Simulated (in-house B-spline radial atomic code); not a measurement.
Inner levels of ytterbium as electrons are removed. A shift is the extra binding of the orbital against the neutral atom ([Xe] 4f14 6s2). The density at the nucleus is averaged over the nuclear charge. Computed with a B-spline radial code for spherical atoms: Dirac-Hartree-Fock, jj configuration that fills j = l - 1/2 first, finite nuclei.

A number in brackets counts the electrons of a j subshell.

```csv
ion,configuration,shift of 3d3/2 (eV),shift of 4s1/2 (eV),shift of 1s1/2 (eV),radius of 3d3/2 (bohr),radius of 4s1/2 (bohr),radius of 1s1/2 (bohr),Σ<r²> (bohr²),change of density at nucleus (bohr⁻³)
Yb17+,[Kr] 4d10 4f5/2(6) 4f7/2(1),424.5,403.87,420.55,0.19357,0.47978,0.019659,8.9013,-676.9
Yb18+,[Kr] 4d10 4f5/2(6),469.08,443.65,462.76,0.19357,0.47773,0.01966,8.3535,-616.79
Yb19+,[Kr] 4d10 4f5/2(5),514.6,484.77,506.99,0.19343,0.47552,0.01966,7.8521,-548.1
Yb20+,[Kr] 4d10 4f5/2(4),561.68,526.95,552.78,0.19328,0.47323,0.01966,7.3848,-473.42
Yb21+,[Kr] 4d10 4f5/2(3),610.27,570.14,600.1,0.19311,0.47087,0.01966,6.9478,-392.76
Yb22+,[Kr] 4d10 4f5/2(2),660.35,614.3,648.96,0.19292,0.46843,0.01966,6.5379,-306.14
Yb23+,[Kr] 4d10 4f5/2(1),711.9,659.42,699.32,0.19272,0.46593,0.01966,6.1525,-213.59
Yb24+,[Kr] 4d10,764.89,705.46,751.18,0.1925,0.46339,0.01966,5.7893,-115.09
Yb25+,[Kr] 4d3/2(4) 4d5/2(5),820.12,750.38,809.8,0.19226,0.46103,0.01966,5.4316,31.624
Yb26+,[Kr] 4d3/2(4) 4d5/2(4),876.32,795.88,869.62,0.19201,0.45868,0.01966,5.0863,183.35
Yb27+,[Kr] 4d3/2(4) 4d5/2(3),933.49,841.96,930.64,0.19175,0.45633,0.01966,4.7529,340.1
Yb28+,[Kr] 4d3/2(4) 4d5/2(2),991.64,888.61,992.87,0.19148,0.45399,0.01966,4.4306,501.84
Yb29+,[Kr] 4d3/2(4) 4d5/2(1),1050.74,935.83,1056.29,0.1912,0.45165,0.01966,4.119,668.58
Yb30+,[Kr] 4d3/2(4),1110.81,983.61,1120.91,0.19091,0.44932,0.01966,3.8177,840.33
Yb31+,[Kr] 4d3/2(3),1170.87,1032.28,1187.91,0.19097,0.44696,0.019661,3.5317,1024.47
Yb32+,[Kr] 4d3/2(2),1231.85,1081.52,1256.12,0.19071,0.44462,0.019661,3.2549,1213.79
Yb33+,[Kr] 4d3/2(1),1293.73,1131.31,1325.56,0.19043,0.44228,0.019661,2.9868,1408.29
Yb34+,[Ar] 3d10 4s2 4p6,1356.52,1181.66,1396.21,0.19015,0.43996,0.019661,2.727,1607.99
Yb35+,[Ar] 3d10 4s2 4p1/2(2) 4p3/2(3),1420.03,1228.66,1470.15,0.18985,0.43778,0.01966,2.469,1834.6
Yb36+,[Ar] 3d10 4s2 4p1/2(2) 4p3/2(2),1484.26,1276.08,1545.14,0.18955,0.43563,0.01966,2.2171,2065.9
Yb37+,[Ar] 3d10 4s2 4p1/2(2) 4p3/2(1),1549.19,1323.91,1621.19,0.18924,0.4335,0.019659,1.9712,2301.91
```
